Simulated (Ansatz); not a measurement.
The same molecule with X = B, Al, Ga. Ansatz, PBE0-D4/def2-TZVP geometries, multiplicity 1.

Scalar relativity is left out up to krypton.

```tsv
X	molecule	mean X–C bond length / Å	mean X–H bond length / Å	mean X–Se bond length / Å	LUMO energy (B3LYP/def2-TZVPP) / eV	HOMO–LUMO gap (PBE0/def2-TZVPP) / eV	ideal-gas entropy at 298 K and 1 bar (rigid rotor, harmonic PBE0-D4/def2-TZVP) / J/(mol·K)
Al	`[CH2]1[AlH][Se]1`	1.916	1.569	2.242	-1.57	5.27	291
Ga	`[CH2]1[GaH][Se]1`	1.932	1.533	2.284	-1.75	5.07	301
```

Problem. Give the row for X = B, `B1C[Se]1`. (Estimate.)

Solution. Computed: 
| X | molecule | mean X–C bond length / Å | mean X–H bond length / Å | mean X–Se bond length / Å | LUMO energy (B3LYP/def2-TZVPP) / eV | HOMO–LUMO gap (PBE0/def2-TZVPP) / eV | ideal-gas entropy at 298 K and 1 bar (rigid rotor, harmonic PBE0-D4/def2-TZVP) / J/(mol·K) |
| --- | --- | --- | --- | --- | --- | --- | --- |
| B | `B1C[Se]1` | 1.525 | 1.182 | 1.882 | -1.59 | 5.80 | 273 |

From B to Ga the mean X–C bond length rises at each step, by 0.407 Å in all; the mean X–H bond length isn't monotonic: highest at Al, lowest at B; the mean X–Se bond length rises at each step, by 0.402 Å in all; the LUMO energy (B3LYP/def2-TZVPP) isn't monotonic: highest at Al, lowest at Ga; the HOMO–LUMO gap (PBE0/def2-TZVPP) falls at each step, by 0.73 eV in all; the ideal-gas entropy at 298 K and 1 bar (rigid rotor, harmonic PBE0-D4/def2-TZVP) rises at each step, by 28 J/(mol·K) in all.

B3LYP here is the variant with VWN-RPA as its local correlation; programs differ in this.

Spin–orbit coupling is left out; it splits and shifts lone-pair levels of the heavy atoms by tenths of an eV.
